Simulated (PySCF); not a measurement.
Gas-phase reaction: ZrCl4 + 4 IBr ⇌ ZrI4 + 4 Cl + 2 Br2

Computed with PySCF and rigid-rotor harmonic-oscillator thermochemistry at 1 bar. † marks an energy on the PBE0/def2-TZVP geometry and frequencies; other levels use their own. MP2 and CCSD(T) freeze the core. Open shells (unrestricted): Cl (multiplicity 2); the rest are closed-shell singlets. Spin-orbit splitting is ignored; it lowers the true energy and changes the entropy of Cl. I, Zr: scalar-relativistic def2 core potential, no spin-orbit coupling. Br: all electrons, no relativistic terms. MP2 isn't extrapolated to the basis-set limit. CCSD(T) isn't extrapolated to the basis-set limit.

| level | ΔH°(298 K), kJ |
|---|---|
| CCSD(T)/def2-SVP† | [?] |
| MP2/def2-SVP† | 777 |
| MP2/def2-TZVPP† | [?] |
| PBE/def2-SVP | 946 |
| PBE0/def2-QZVP† | 905 |
| PBE0/def2-SVP† | 892 |
| PBE0/def2-TZVP | 898 |
| r2SCAN/def2-TZVP† | [?] |
| ωB97M-V/def2-TZVP† | [?] |

Problem. What belongs in the gaps?

Solution. 
- CCSD(T)/def2-SVP†, ΔH°(298 K), kJ: 774
- MP2/def2-TZVPP†, ΔH°(298 K), kJ: 825
- r2SCAN/def2-TZVP†, ΔH°(298 K), kJ: 906
- ωB97M-V/def2-TZVP†, ΔH°(298 K), kJ: 919
